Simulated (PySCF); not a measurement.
silicon monoxide (OSi), singlet, at a GFN2-xTB geometry, atoms displaced at random by about 0.05 Å a coordinate; PBE/6-31G** (PySCF).

Input for PySCF:
```python
from pyscf import gto, scf, dft
from pyscf.geomopt import geometric_solver

mol = gto.Mole()
mol.atom = '''
    Si   -0.012009    0.027760   -0.534690
    O     0.057002   -0.055528    0.904497
'''
mol.basis = '6-31g**'
mol.charge = 0
mol.spin = 0
mol.verbose = 3
mol.build()

def method(m):
    mf = dft.RKS(m)
    mf.xc = 'pbe'
    return mf

conv, mol_eq = geometric_solver.kernel(method(mol), maxsteps=100, convergence_set='GAU_VERYTIGHT')
print('optimisation converged:', conv)
print(mol_eq.tostring(format='xyz'))
mf = method(mol_eq)
mf.kernel()
```

Output, abridged:

```
Custom engine selected.
Bonds will be generated from interatomic distances less than 1.20 times sum of covalent radii
6 internal coordinates being used (instead of 6 Cartesians)
Internal coordinate system (atoms numbered from 1):
Distance 1-2
Translation-X 1-2
Translation-Y 1-2
Translation-Z 1-2
Rotation-A 1-2
Rotation-B 1-2
Rotation-C 1-2
<class 'geometric.internal.Distance'> : 1
<class 'geometric.internal.TranslationX'> : 1
<class 'geometric.internal.TranslationY'> : 1
<class 'geometric.internal.TranslationZ'> : 1
<class 'geometric.internal.RotationA'> : 1
<class 'geometric.internal.RotationB'> : 1
<class 'geometric.internal.RotationC'> : 1
> ===== Optimization Info: ====
> Job type: Energy minimization
> Maximum number of optimization cycles: 100
> Initial / maximum trust radius (Angstrom): 0.100 / 0.300
> Convergence Criteria:
> Will converge when all 5 criteria are reached:
>  |Delta-E| < 1.00e-06
>  RMS-Grad  < 1.00e-06
>  Max-Grad  < 2.00e-06
>  RMS-Disp  < 4.00e-06
>  Max-Disp  < 6.00e-06
> === End Optimization Info ===

Geometry optimization cycle 1
Cartesian coordinates (Angstrom)
 Atom        New coordinates             dX        dY        dZ
  Si  -0.012009   0.027760  -0.534690    0.000000  0.000000  0.000000
   O   0.057002  -0.055528   0.904497    0.000000  0.000000  0.000000

WARN: Mole.unit (angstrom) is changed to Bohr

converged SCF energy = -364.464689082184
--------------- RKS_Scanner gradients ---------------
         x                y                z
0 Si     0.0064440201    -0.0077752502     0.1342927723
1 O    -0.0064498289     0.0077758123    -0.1342827612
----------------------------------------------
cycle 1: E = -364.464689082  dE = -364.465  norm(grad) = 0.190448
Step    0 : Gradient = 1.347e-01/1.347e-01 (rms/max) Energy = -364.4646890822
[...]
Geometry optimization cycle 2
Cartesian coordinates (Angstrom)
 Atom        New coordinates             dX        dY        dZ
  Si  -0.013854   0.029930  -0.570664   -0.001845  0.002170 -0.035974
   O   0.058970  -0.057710   0.940259    0.001968 -0.002182  0.035762
converged SCF energy = -364.475434278459
--------------- RKS_Scanner gradients ---------------
         x                y                z
0 Si     0.0014462339    -0.0017397001     0.0299782561
1 O    -0.0014555457     0.0017429875    -0.0299636669
----------------------------------------------
cycle 2: E = -364.475434278  dE = -0.0107452  norm(grad) = 0.0425064
[...]
Step   91 : Displace = 3.995e-07/3.995e-07 (rms/max) Trust = 4.000e-07 (=) Grad = 4.504e-06/4.504e-06 (rms/max) E (change) = -364.4761885131 (+1.514e-09) Quality = -4.189
converged SCF energy = -364.476188511718
Step   92 : Displace = 1.558e-07/1.558e-07 (rms/max) Trust = 4.000e-07 (=) Grad = 4.301e-06/4.301e-06 (rms/max) E (change) = -364.4761885117 (+1.407e-09) Quality = -3.038
converged SCF energy = -364.47618850892
Step   93 : Displace = 4.359e-07/4.359e-07 (rms/max) Trust = 4.000e-07 (=) Grad = 5.672e-06/5.672e-06 (rms/max) E (change) = -364.4761885089 (+2.798e-09) Quality = -3.565
converged SCF energy = -364.476188508968
Step   94 : Displace = 4.035e-07/4.035e-07 (rms/max) Trust = 4.000e-07 (=) Grad = 4.421e-06/4.421e-06 (rms/max) E (change) = -364.4761885090 (-4.803e-11) Quality = 4.032
converged SCF energy = -364.476188508933
Step   95 : Displace = 5.455e-07/5.455e-07 (rms/max) Trust = 5.657e-07 (+) Grad = 3.048e-06/3.048e-06 (rms/max) E (change) = -364.4761885089 (+3.558e-11) Quality = -2.009
converged SCF energy = -364.476188508935
Step   96 : Displace = 4.084e-07/4.084e-07 (rms/max) Trust = 4.000e-07 (-) Grad = 2.694e-06/2.694e-06 (rms/max) E (change) = -364.4761885089 (-2.160e-12) Quality = 0.134
converged SCF energy = -364.476188508898
Step   97 : Displace = 3.955e-07/3.955e-07 (rms/max) Trust = 4.000e-07 (=) Grad = 2.138e-06/2.138e-06 (rms/max) E (change) = -364.4761885089 (+3.649e-11) Quality = -2.003
converged SCF energy = -364.476188508069
[...]
0 Si     0.0000006291    -0.0000006485     0.0000111564
1 O    -0.0000095103     0.0000047539     0.0000155464
----------------------------------------------
cycle 99: E = -364.476188508  dE = 8.29061e-10  norm(grad) = 2.19093e-05
Step   98 : Displace = 4.024e-07/4.024e-07 (rms/max) Trust = 4.000e-07 (=) Grad = 2.379e-06/2.379e-06 (rms/max) E (change) = -364.4761885081 (+8.291e-10) Quality = -28.713
Not rejecting step - trust below tmin = 4.000e-07
[...]
Geometry optimization cycle 100
Cartesian coordinates (Angstrom)
 Atom        New coordinates             dX        dY        dZ
  Si  -0.014181   0.030560  -0.595353    0.000024 -0.000013 -0.000002
   O   0.070988  -0.063383   0.941862   -0.000024  0.000013  0.000002
converged SCF energy = -364.47618850827
--------------- RKS_Scanner gradients ---------------
         x                y                z
0 Si     0.0000007528    -0.0000007605     0.0000126105
1 O    -0.0000096533     0.0000048759     0.0000140833
----------------------------------------------
cycle 100: E = -364.476188508  dE = -2.00998e-10  norm(grad) = 2.18052e-05
Step   99 : Displace = 3.998e-07/3.998e-07 (rms/max) Trust = 4.000e-07 (=) Grad = 1.644e-06/1.644e-06 (rms/max) E (change) = -364.4761885083 (-2.010e-10) Quality = 1.417
Eigenvalues below 1.0000e-05 (-1.7806e-03) - returning guess
[...]
Geometry optimization cycle 101
Cartesian coordinates (Angstrom)
 Atom        New coordinates             dX        dY        dZ
  Si  -0.014144   0.030540  -0.595356    0.000038 -0.000021 -0.000003
   O   0.070950  -0.063363   0.941865   -0.000038  0.000021  0.000003
converged SCF energy = -364.476188507066
--------------- RKS_Scanner gradients ---------------
         x                y                z
0 Si    -0.0000000648    -0.0000002773     0.0000116501
1 O    -0.0000088663     0.0000044086     0.0000150291
----------------------------------------------
cycle 101: E = -364.476188507  dE = 1.20406e-09  norm(grad) = 2.14412e-05
Step  100 : Displace = 1.119e-07/1.119e-07 (rms/max) Trust = 5.657e-07 (+) Grad = 2.081e-06/2.081e-06 (rms/max) E (change) = -364.4761885071 (+1.204e-09) Quality = -9.145
[...]
Maximum iterations reached (100); increase --maxiter for more
Geometry optimization failed to converge in 100 iterations
optimisation converged: False
2
XYZ from PySCF
Si         -0.01414392        0.03053982       -0.59535603
O           0.07095001       -0.06336266        0.94186502
converged SCF energy = -364.476188507325
```

Convergence was not reached.
